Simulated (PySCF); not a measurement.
C₇H₁₃NSi.
Bonds: C1–C2 (triple), C2–C3, C3–C4, C4–C5, C4–C6, C4–Si7, Si7–N8, N8–C9 (double). Hydrogens: H10 on C1; H11, H12 on C3; H13, H14, H15 on C5; H16, H17, H18 on C6; H19, H20 on Si7; H21, H22 on C9.

The same species was optimised twice, with GFN2-xTB and with PBE0-D3(BJ)/def2-SVP (PySCF), and the same property calculations (PySCF, gas phase) were run on both structures.

```
      coordinate  GFN2-xTB  PBE0-D3(BJ)/def2-SVP  change
      Si7–N8 (Å)     1.720                 1.759  +0.039
      C4–Si7 (Å)     1.917                 1.897  -0.020
       C1≡C2 (Å)     1.197                 1.212  +0.015
       N8=C9 (Å)     1.247                 1.261  +0.014
       C2–C3 (Å)     1.448                 1.459  +0.011
       C3–C4 (Å)     1.540                 1.547  +0.007
       C4–C5 (Å)     1.527                 1.531  +0.004
       C4–C6 (Å)     1.529                 1.531  +0.002
   Si7–N8–C9 (°)     135.2                 125.9    -9.3
   C4–Si7–N8 (°)     104.2                 107.8    +3.6
   C6–C4–Si7 (°)     110.4                 108.8    -1.6
    C3–C4–C5 (°)     109.2                 110.7    +1.5
   C3–C4–Si7 (°)     109.2                 107.8    -1.4
    C3–C4–C6 (°)     109.3                 110.5    +1.2
    C5–C4–C6 (°)     109.3                 110.5    +1.2
    C2–C3–C4 (°)     112.6                 113.7    +1.1
 C2–C3–C4–C5 (°)       -60                   -62      -2
C3–C4–Si7–N8 (°)       -53                   -58      -5
C4–Si7–N8–C9 (°)      -118                  -123      -5
```

Rotational constants: A = 2357, B = 820.3, C = 728.9 MHz (GFN2-xTB) against A = 2419, B = 787.0, C = 711.3 MHz (PBE0-D3(BJ)/def2-SVP). Point groups within 0.08 Å: C1 and C1.

On the GFN2-xTB structure: HOMO (eV) -7.04 [PBE0/pcSseg-1]; LUMO (eV) -0.91 [PBE0/pcSseg-1]; dipole (D) 1.85 [PBE0/pcSseg-1]; GIAO shielding of C1 (ppm) 109.0 [PBE0/pcSseg-1]; GIAO shielding of C2 (ppm) 100.0 [PBE0/pcSseg-1]; GIAO shielding of C3 (ppm) 156.3 [PBE0/pcSseg-1]; GIAO shielding of C4 (ppm) 164.0 [PBE0/pcSseg-1]; GIAO shielding of C5/C6 (mean) (ppm) 164.2 [PBE0/pcSseg-1]; GIAO shielding of Si7 (ppm) 371.5 [PBE0/pcSseg-1]; GIAO shielding of N8 (ppm) -153.5 [PBE0/pcSseg-1]; GIAO shielding of C9 (ppm) 13.9 [PBE0/pcSseg-1].

Problem. What do these properties become on the PBE0-D3(BJ)/def2-SVP structure?

Solution. 
```
                                    property          level  on GFN2-xTB  on PBE0-D3(BJ)/def2-SVP  change
                                   HOMO (eV)  PBE0/pcSseg-1        -7.04                    -7.15   -0.11
                                   LUMO (eV)  PBE0/pcSseg-1        -0.91                    -0.95   -0.04
                                  dipole (D)  PBE0/pcSseg-1         1.85                     1.73   -0.12
energy, GFN2-xTB geometry as zero (kcal/mol)  PBE0/pcSseg-1          0.0                     -2.8    -2.8
                  GIAO shielding of C1 (ppm)  PBE0/pcSseg-1        109.0                    107.1    -1.9
                  GIAO shielding of C2 (ppm)  PBE0/pcSseg-1        100.0                    100.1    +0.1
                  GIAO shielding of C3 (ppm)  PBE0/pcSseg-1        156.3                    155.4    -0.9
                  GIAO shielding of C4 (ppm)  PBE0/pcSseg-1        164.0                    164.1    +0.1
        GIAO shielding of C5/C6 (mean) (ppm)  PBE0/pcSseg-1        164.2                    162.5    -1.7
                 GIAO shielding of Si7 (ppm)  PBE0/pcSseg-1        371.5                    355.4   -16.1
                  GIAO shielding of N8 (ppm)  PBE0/pcSseg-1       -153.5                   -158.8    -5.3
                  GIAO shielding of C9 (ppm)  PBE0/pcSseg-1         13.9                      7.7    -6.2
```

The heavy atoms differ by 0.109 Å rms after alignment. Among bonds between heavy atoms Si7–N8 changes most (+0.039 Å). Changes are differences of the printed values. Neither structure is proved a minimum here.

Conformer computed: `[CH:1]#[C:2][CH2:3][C:4]([CH3:5])([CH3:6])[SiH2:7][N:8]=[CH2:9]`: C2–C3–C4–C5 -62°, C3–C4–Si7–N8 -58°, C4–Si7–N8–C9 -123°.
